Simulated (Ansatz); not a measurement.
**Worked example: SiH2(CH3)F + SiH(CH3)F → SiH2(CH3) + SiH(CH3)F2**

Species: SiH2(CH3)F, singlet; SiH(CH3)F, doublet; SiH2(CH3), doublet; SiH(CH3)F2, singlet. A radical takes F: the energy is the difference in strength between two Si–F bonds in different surroundings.

Shapes, held fixed at every level: PBE0-D4/def2-TZVP. Programs: Ansatz 0.2.0. The zero-point and thermal change to 298 K, harmonic and unscaled (PBE0-D4/def2-TZVP), is -0.8 kJ/mol.

At CCSD(T)/CBS estimate; 1 Eh = 2625.50 kJ/mol:

```
   species  energy (Eh)
SiH2(CH3)F  -430.003739
 SiH(CH3)F  -429.343454
 SiH2(CH3)  -330.082882
SiH(CH3)F2  -529.276536
```

Q: Work out ΔH(298 K) of the reaction at this level.

A: 
1. Products less reactants: (-330.082882) + (-529.276536) − [(-430.003739) + (-429.343454)] = -0.012225 Eh = -32.1 kJ/mol.
2. With the thermal change: -32.1 + (-0.8) = -32.9 kJ/mol.

Other levels give -37.8 (CCSD/def2-SVP) to -32.3 kJ/mol (wB97M-V/def2-TZVPP). No measured value is set beside it here. Open shells run unrestricted unless RO is named. The CBS estimate extrapolates MP2 from def2-TZVPP and def2-QZVPP and adds CCSD(T) − MP2 in the triple-zeta set, cores frozen.
